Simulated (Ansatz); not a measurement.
C₃H₅F₃O₄S, SMILES `O=S(=O)(OCCO)C(F)(F)F`. The species carries charge 0 and has multiplicity 1.

| atom | x (Å) | y (Å) | z (Å) |
| --- | --- | --- | --- |
| O1 | 0.2238 | -0.2193 | -2.7088 |
| S2 | -0.5519 | -0.2403 | -1.5244 |
| O3 | -1.4741 | -1.2789 | -1.2188 |
| O4 | 0.4320 | -0.0018 | -0.3329 |
| C5 | 0.0771 | -0.3720 | 1.0288 |
| C6 | 1.3153 | -0.9445 | 1.6650 |
| O7 | 2.3560 | -0.0096 | 1.7660 |
| C8 | -1.5062 | 1.3408 | -1.4823 |
| F9 | -2.1063 | 1.4671 | -0.3038 |
| F10 | -0.6977 | 2.3692 | -1.6659 |
| F11 | -2.4185 | 1.3190 | -2.4361 |
| H12 | -0.7343 | -1.1001 | 1.0018 |
| H13 | -0.2424 | 0.5400 | 1.5346 |
| H14 | 1.0599 | -1.2482 | 2.6837 |
| H15 | 1.6245 | -1.8432 | 1.1155 |
| H16 | 2.6426 | 0.2217 | 0.8778 |

Question: Give the diagnostics of a CCSD(T)/def2-TZVPP run (frozen core, Ansatz 0.2.0). (Estimate.)

Answer: Ansatz gave: T1 = 0.0141, largest single amplitude 0.018, largest double 0.008, (T) share of the correlation energy 3.8 %, 9 CCSD cycles. The RHF solution is stable towards an unrestricted one. T1 lies under the customary mark of 0.02 for closed shells.
